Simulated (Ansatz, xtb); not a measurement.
# Relative energy of two isomers of C5H5FN2

Structure a is `C=Cc1[nH]cnc1F`, a singlet and structure b is `C/C=C1/N=CN=C1F`, a singlet. Both are isolated molecules in the gas phase, relaxed with r2SCAN-D4/def2-SVP, each in the lowest conformer that the search found.

Quicker runs give these differences E(b) − E(a): GFN2-xTB +13.2 kcal/mol; HF/STO-3G +2.4 kcal/mol (at GFN2-xTB geometries); r2SCAN-D4/def2-SVP//GFN2-xTB +11.2 kcal/mol.

Estimate E(b) − E(a) at the level CCSD(T)/def2-SVP + ΔMP2/def2-TZVPP.

Calculated at CCSD(T)/def2-SVP + ΔMP2/def2-TZVPP: E(b) − E(a) = +7.8 kcal/mol, so structure a lies lower.

Level by level:

```csv
level,geometry,E(b) − E(a) (kcal/mol),departure from the last row (kcal/mol),"job, with rough time for the two"
GFN2-xTB,GFN2-xTB,+13.2,+5.4,"optimisation, 0.14 s"
HF/STO-3G,GFN2-xTB,+2.4,−5.3,"single point, 0.61 s"
r2SCAN-D4/def2-SVP//GFN2-xTB,GFN2-xTB,+11.2,+3.5,"single point, 7.8 s"
r2SCAN-D4/def2-SVP,r2SCAN-D4/def2-SVP,+11.2,+3.5,"optimisation, 65 s"
HF/def2-SVP,r2SCAN-D4/def2-SVP,+7.4,−0.3,part of the CCSD(T) run
MP2/def2-SVP,r2SCAN-D4/def2-SVP,+11.2,+3.4,part of the CCSD(T) run
CCSD(T)/def2-SVP,r2SCAN-D4/def2-SVP,+8.3,+0.6,single point
CCSD(T)/def2-SVP + ΔMP2/def2-TZVPP,r2SCAN-D4/def2-SVP,+7.8,,"single point, 3 min"
```

As drawn, b has 1 C–C, 2 C–N, 2 C=N, 1 C–H in place of 4 C∷N, 1 C∷C, 1 N–H (∷ is an aromatic bond). Structure a has a 5-membered ring (with an aromatic ring), b a 5-membered ring.

The levels shown agree on the order. The largest departure from CCSD(T)/def2-SVP + ΔMP2/def2-TZVPP is that of GFN2-xTB, 5.4 kcal/mol. The last row adds to CCSD(T) the change of the MP2 difference between the two basis sets, here −0.6 kcal/mol.

With thermal terms from frequencies at re-optimised GFN2-xTB minima (ideal gas, soft modes damped towards free rotors, one conformer each, 298.15 K, 1 atm): the zero-point term adds −0.5 kcal/mol; ΔH is +7.5 and ΔG +7.0 kcal/mol.

The correlated steps freeze 8 core orbitals. Programs: Ansatz 0.2.0, xtb 6.7.1; the last row on 2 threads of Arm Neoverse V1 on a shared host.
